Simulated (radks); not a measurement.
Results of a calculation; reference values are marked as such.
Q: All-electron atom: Tc III in [Kr] 4d5 (the NIST ground configuration). Level of theory: scalar-relativistic Kohn-Sham, BP86, spin-unpolarised, spherical densities, point nucleus (a radial shooting solver on a logarithmic mesh with Libxc functionals). Some entries of the table are withheld. Estimate them.

| orbital | occ. | eigenvalue (Ry) | <1/r> (bohr^-1) |
|---|---|---|---|
| 1s | 2 | -1535.367 | 44.71 |
| 2s | 2 | (1) | 10.09 |
| 2p | 6 | -197.0933 | (2) |
| 3s | 2 | -39.32417 | 3.480 |
| 3p | 6 | -31.78001 | 3.312 |
| 3d | 10 | -19.57052 | (3) |
| 4s | 2 | -6.59479 | 1.292 |
| 4p | 6 | -4.53348 | 1.150 |
| 4d | 5 | -1.66145 | 0.8223 |

A: 
(1) 2s eigenvalue (Ry): -220.0767
(2) 2p <1/r> (bohr^-1): 9.795
(3) 3d <1/r> (bohr^-1): 3.082
